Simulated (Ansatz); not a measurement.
Reaction (substitution at a C–S bond): `CSC` + `[F][In]([F])[SH]` → `C[S][In]([F])[F]` + CH₃SH

Computed with Ansatz on PBE0-D4/def2-TZVP structures; ΔE is electronic, products minus reactants. CCSD(T)/CBS adds triple-zeta CCSD(T) − MP2 to the extrapolated MP2 energy (def2 sets, frozen cores). This one scheme is used for every species. Functionals use def2-TZVPP. B3LYP here is the variant with VWN-RPA as its local correlation; programs differ in this. HSE06 is defined as in plane-wave codes. Elements past krypton have def2 core potentials. For In outer-core shells are correlated without core-valence functions, which leaves a few kJ/mol of doubt a bond. One conformer a species, not always the lowest.

Problem. Is it downhill or uphill in electronic energy at CCSD(T)/CBS, and by how much? (An estimate is asked.)

Solution. Computed: Uphill: ΔE = +13.4 kJ/mol.

Problem. What do these levels give: PBE0-D4, B3LYP-D4, r2SCANh-D4, ωB97M-V, revPBE, BLYP, HSE06, BHLYP, RPA@PBE/def2-TZVPP, CCSD/def2-SVP, MP2/def2-TZVPP, MP2/CBS(def2)? (Best estimate.)

Solution. The calculation gave: PBE0-D4 14.1, B3LYP-D4 11.9, r2SCANh-D4 14.6, ωB97M-V 15.2, revPBE 12.1, BLYP 11.1, HSE06 14.6, BHLYP 14.8, RPA@PBE/def2-TZVPP 12.8, CCSD/def2-SVP 15.8, MP2/def2-TZVPP 15.4, MP2/CBS(def2) 14.3 kJ/mol.

Largest T1 diagnostic among the species: 0.016.

From BLYP to BHLYP (50 % exact exchange), in def2-TZVPP and without D4, ΔE moves by +3.7 kJ/mol. Leaving LDA and LC-ωPBE aside and taking each functional with its dispersion term where it has one, the values, not all of them listed here, spread over 5.8 kJ/mol, from BLYP-D4 to B97M-V.
